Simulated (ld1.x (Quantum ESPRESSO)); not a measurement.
# thulium (Tm): what ld1.x (Quantum ESPRESSO) 7.5 does with a changed input

Command:

```bash
ld1.x < Tm.in > Tm.out
```

Input:

```
&input
   title='Tm', zed=69., rel=1, dft='PBESOL', iswitch=3,
   config='[Xe] 4f12 5d1 6s0 6p0',
   nld=3, rlderiv=3.00, eminld=-7.0, emaxld=5.0, deld=0.02
 /
 &inputp
   pseudotype=2, tm=.true., lloc=-2, rcloc=1.90,
   nlcc=.true., rcore=4.00,
   file_pseudopw='Tm.UPF', file_wfcaegen='ae.wfc', file_wfcncgen='nc.wfc', file_beta='beta', file_chi='chi'
 /
3
5S  1  0   2.00   0.00  1.60  1.60  0.0
5P  2  1   6.00   0.00  1.65  1.65  0.0
5D  3  2   1.00   0.00  2.75  2.75  0.0
 &test
   configts(1)='5s2 5p6 5d1 6s0 6p0'
 /
```

This is an input that runs to its end, with one change: rcore set to 4.00 bohr.

**Question.** How does the run end?

**Answer.** The program runs through. The occupied levels of the test differ from the all-electron ones by at most 0.00002 Ry (unchanged input: 0.00002 Ry). Messages: Warning: convergence not achieved.

```

     Etot =  -27124.549201 Ry,  -13562.274601 Ha, -369048.292532 eV
     Etotps =   -78.568975 Ry,     -39.284488 Ha,   -1068.985369 eV

     Ekin =      22.458457 Ry,      11.229229 Ha,     305.562878 eV
     Encl =    -134.630379 Ry,     -67.315189 Ha,   -1831.739621 eV
     Ehrt =      49.841029 Ry,      24.920515 Ha,     678.121749 eV
     Ecxc =      -9.132972 Ry,      -4.566486 Ha,    -124.260414 eV
     (Ecc =      -0.002534 Ry,      -0.001267 Ha,      -0.034473 eV)
     Epseu=      -7.105111 Ry,      -3.552556 Ha,     -96.669960 eV

     ---------------------- End of pseudopotential test ----------------------
```
